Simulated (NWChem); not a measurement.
System: C$_{2}$H$_{8}$Si$_{2}$; SMILES [SiH3]/C=C\[SiH3]

```xyz
12

Si     0.4229     1.8163     0.0000
C     -1.0690     0.6615     0.0000
C     -1.0700    -0.6847     0.0000
Si     0.4305    -1.8101     0.0000
H      1.2751     1.6182    -1.2126
H     -0.0822     3.2224     0.0000
H      1.2751     1.6182     1.2126
H     -2.0480     1.1638     0.0000
H     -2.0475    -1.1909     0.0000
H      1.6852    -0.9992     0.0000
H      0.4147    -2.6903    -1.2090
H      0.4147    -2.6903     1.2090
```
Atoms are numbered in this order, from 1.

Program: NWChem. Pople sets run with spherical d functions. The geometry was optimised at PBE0/def2-SVP. Vertical excitations in the gas phase.

### Question
Estimate the computed values for PBE0/6-31G*, full TDDFT. Quantities: lowest excitation, singlet (eV); oscillator strength of that lowest state; lowest state with f > 0.02, singlet (eV); oscillator strength of that bright state; orbital gap (eV).

### Answer
The lowest excitation, singlet (eV) comes out as 5.92 and the oscillator strength of that lowest state comes out as 0.005. The lowest state with f > 0.02, singlet (eV) is 6.51 and the oscillator strength of that bright state is 0.357. The orbital gap (eV) is 6.95.
